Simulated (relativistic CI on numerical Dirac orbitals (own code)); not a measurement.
## Radial parameters of Pm XXII

Method of calculation: Dirac-Coulomb-Breit CI, orbitals from a KLI potential per configuration, a model potential for QED, unscaled Slater integrals (own radial code, finite nucleus).

Slater integrals F^k, G^k are unscaled and averaged over j, outside the closed core [Ar] 3d10; ζ comes from projecting the Hamiltonian with its Breit term on Σ l·s of the shell.

- 4s2 4p6 4d4: F^2(4d,4d) = 169510, F^4(4d,4d) = 115080, ζ(4d) = 18422 cm⁻¹; <r>(4d) = 0.5969, <r^2>(4d) = 0.407 (bohr units).
- 4s2 4p5 4d5: ζ(4p) = 157100, F^2(4d,4d) = 169500, F^4(4d,4d) = 115070, F^2(4p,4d) = 173080, G^1(4p,4d) = 217630, G^3(4p,4d) = 138430, ζ(4d) = 18350 cm⁻¹; <r>(4p) = 0.5781, <r^2>(4p) = 0.3777, <r>(4d) = 0.5968, <r^2>(4d) = 0.4069 (bohr units).
- 4s2 4p6 4d3 4f: F^2(4d,4d) = 169450, F^4(4d,4d) = 115030, ζ(4d) = 18430, F^2(4d,4f) = 167360, F^4(4d,4f) = 109680, G^1(4d,4f) = 184670, G^3(4d,4f) = 123700, G^5(4d,4f) = 89846, ζ(4f) = 2192.7 cm⁻¹; <r>(4d) = 0.5972, <r^2>(4d) = 0.4073, <r>(4f) = 0.5944, <r^2>(4f) = 0.4041 (bohr units).

(1) Give the Racah parameters of the d shell in 4s2 4p6 4d4.

Averages of the first 10 configurations, taken without configuration mixing, which lowers the lowest level and can move excited configurations by several eV; other configurations of the list can lie among them:

```json
{"Configuration": "4s2 4p6 4d4", "Parity": "even", "States": "210", "Average energy above the lowest level (eV)": "17.3"}
{"Configuration": "4s2 4p5 4d5", "Parity": "odd", "States": "1512", "Average energy above the lowest level (eV)": "146.0"}
{"Configuration": "4s2 4p6 4d3 4f", "Parity": "odd", "States": "1680", "Average energy above the lowest level (eV)": "154.2"}
{"Configuration": "4s 4p6 4d5", "Parity": "even", "States": "504", "Average energy above the lowest level (eV)": "240.2"}
{"Configuration": "4s2 4p6 4d3 5s", "Parity": "even", "States": "240", "Average energy above the lowest level (eV)": "218.0"}
{"Configuration": "4s 4p6 4d4 4f", "Parity": "odd", "States": "5880", "Average energy above the lowest level (eV)": "375.6"}
{"Configuration": "4s2 4p6 4d3 5p", "Parity": "odd", "States": "720", "Average energy above the lowest level (eV)": "253.9"}
{"Configuration": "4s2 4p6 4d2 4f 5s", "Parity": "odd", "States": "1260", "Average energy above the lowest level (eV)": "355.4"}
{"Configuration": "4s2 4p6 4d3 5d", "Parity": "even", "States": "1200", "Average energy above the lowest level (eV)": "306.1"}
{"Configuration": "4s2 4p6 4d2 5s 5p", "Parity": "odd", "States": "540", "Average energy above the lowest level (eV)": "459.2"}
```

Answers

(1) B = F²/49 − 5F⁴/441 = 2155 cm⁻¹ and C = 35F⁴/441 = 9133 cm⁻¹.
